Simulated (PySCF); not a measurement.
# Working out the ionisation energy of Si⁺

Si⁺ [Ne] 3s2 3p1 (2P) → Si²⁺ [Ne] 3s2 (1S). Computed with PySCF 2.14 in dyall-acv3z (19s12p6d4f, 113 functions), with the non-relativistic Hamiltonian (point nucleus). Frozen: [Ne]; the 23 highest virtual orbitals dropped. Energies in hartree (1 hartree = 27.21139 eV):

| part | Si⁺ (lower) | Si²⁺ (upper) |
| --- | --- | --- |
| UHF | -288.578025 | -287.995683 |
| CCSD correlation | -0.059522 | -0.045499 |
| (T) | -0.001148 | 0.000000 |

Task: What does Hartree-Fock give?

Result: (-287.995683) − (-288.578025) = 0.582342 hartree = 15.846 eV.

Task: What do CCSD and CCSD(T) give?

Result: The CCSD correlation energies differ by 0.014023 hartree = 0.382 eV and the triples by 0.001148 hartree = 0.031 eV, so CCSD gives 16.228 eV and CCSD(T) 16.259 eV.

Measured between the centres of the two terms (NIST): 16.322 eV, so CCSD(T) (valence) is off by -0.063 eV.

What remains against the reference includes basis incompleteness, the frozen core and higher excitations.
